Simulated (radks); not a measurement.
Effect of the nuclear size on the europium ion Eu+, [Xe] 4f7 6s1. Method: Dirac Kohn-Sham, exchange-only LDA, spin-unpolarised, spherical densities, finite nucleus; open shells are shared between the two j in proportion to 2j + 1; Fermi nuclear charge, rms radius 5.1115 fm; computed with a radial shooting solver on a logarithmic mesh with Libxc functionals. The rms radius is varied about that value; shifts are against it.

rms radius (fm)	total energy shift (eV)	density at nucleus (e/bohr^3)	1s1/2 shift (meV)	2s1/2 shift (meV)	5s1/2 shift (meV)	5p1/2 shift (meV)	6s1/2 shift (meV)	4f7/2 shift (meV)
4.4828	-4.32	5.958e+05	-1790	-228	-1.78	0.138	-0.155	0.271
4.6055	-3.51	5.918e+05	-1450	-185	-1.44	0.112	-0.126	0.220
5.1115	0	5.768e+05	0.000	0.000	0.000	0.000	0.000	0.000
5.3926	2.07	5.693e+05	855	109	0.850	-0.066	0.074	-0.130
5.822	5.39	5.586e+05	2230	284	2.22	-0.171	0.193	-0.338

Slopes of the eigenvalues against <r^2> in GHz/fm^2, as finite differences over the two radii next to the reference (eigenvalue slopes, not the field-shift constants of lines): 1s1/2 70900, 2s1/2 9050, 5s1/2 70.5, 5p1/2 -5.46, 6s1/2 6.13, 4f7/2 -10.7.
